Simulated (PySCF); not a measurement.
Shapes and spin states of HPdN

All numbers come from PySCF, PBE0, basis Pd def2-TZVP with ECP28, N def2-TZVP, H def2-TZVP (scalar-relativistic core potentials, no spin–orbit coupling, density fitting).

Relaxations began from a few typed shapes and spin states; open shells are unrestricted. The search is not exhaustive: other isomers or separated fragments can lie lower, and high-lying points may rest on an excited occupation.

```
                                                 spin  group                       bonds         angles  imaginary modes (cm⁻¹)  ΔE (kJ/mol)  ΔE with ZPE (kJ/mol)
                                              triplet     Cs  Pd–H 1.543 Å, Pd–N 1.784 Å   H–Pd–N 92.0°                    none          0.0                   0.0
                   broken-symmetry Ms = 0 (⟨S²⟩ 1.00)     Cs  Pd–H 1.547 Å, Pd–N 1.758 Å   H–Pd–N 93.4°                    none         40.6                  40.8
                                              quintet     Cs  Pd–H 1.588 Å, Pd–N 1.974 Å  H–Pd–N 148.7°                    none        118.4                 114.5
                   broken-symmetry Ms = 1 (⟨S²⟩ 2.77)    C∞v  Pd–H 1.631 Å, Pd–N 1.898 Å  H–Pd–N 180.0°              192i, 192i        121.2                     –
                                              quintet    C∞v  Pd–H 1.597 Å, Pd–N 1.953 Å  H–Pd–N 180.0°              306i, 306i        123.4                     –
singlet (closed shell, unstable to spin polarisation)     Cs  Pd–H 1.555 Å, Pd–N 1.704 Å  H–Pd–N 101.9°                    none        124.4                 125.3
```

The lowest minimum found is the triplet Cs: Pd–H 1.543 Å, Pd–N 1.784 Å; H–Pd–N 92.0°.

For the lowest minimum: other spin states or occupations of the open shell can lie lower.

The electron or spin density has lower symmetry than the nuclear frame for the broken-symmetry Ms = 0 (⟨S²⟩ 1.00) Cs at 40.6 kJ/mol.
